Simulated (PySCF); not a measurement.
All of these have the formula C5H12Si2. Method: PySCF 2.14.0, density-fitted response routines, TDDFT B3LYP/def2-SVPD, vertical, gas phase, core orbitals frozen in the response. Geometries: GFN2-xTB; one conformer of each isolated species. Triplets are in the Tamm–Dancoff approximation.

A. `[SiH3]C[SiH]1CC=CC1`
B. `C=CC[SiH2]/C=C\[SiH3]`
C. `[SiH3]CCC1=C[SiH2]C1`

Lowest singlet levels (six at most, fewer where fewer were computed) with oscillator strengths:

1. 204 nm (f 0.010); 196 nm (f 0.173); 192 nm (f 0.025); 190 nm (f 0.001); 188 nm (f 0.072); 181 nm (f 0.004); T1 4.35 eV
2. 198 nm (f 0.002); 192 nm (f 0.004); 189 nm (f 0.010); 179 nm (f 0.051); 176 nm (f 0.002); 174 nm (f 0.057); T1 4.52 eV
3. 246 nm (f 0.041); 217 nm (f 0.018); 199 nm (f 0.310); 193 nm (f 0.063); 188 nm (f 0.088); 183 nm (f 0.088); T1 4.04 eV

Problem. Match each spectrum to its molecule.

Solution. 1 = C, 2 = A, 3 = B.
- A: S1 at 6.27 eV, HOMO→LUMO (68%), HOMO→LUMO+3 (23%); Löwdin shares by element: HOMO carbon 82% or more (atoms not listed hold the other 18%); LUMO silicon 37%, carbon 11% or more, hydrogen 8% or more (atoms not listed hold the other 44%); HOMO -6.80 and LUMO 0.20 eV.
- B: S1 at 5.03 eV, HOMO→LUMO (95%); Löwdin shares by element: HOMO carbon 73% or more, silicon 7% or more (atoms not listed hold the other 20%); LUMO carbon 58% or more, silicon 19% (atoms not listed hold the other 23%); HOMO -6.95 and LUMO -1.17 eV.
- C: S1 at 6.09 eV, HOMO→LUMO+1 (85%); Löwdin shares by element: HOMO carbon 71% or more, silicon 6% or more (atoms not listed hold the other 23%); LUMO carbon 51% or more, silicon 15% (atoms not listed hold the other 35%); HOMO -7.01 and LUMO -0.23 eV.
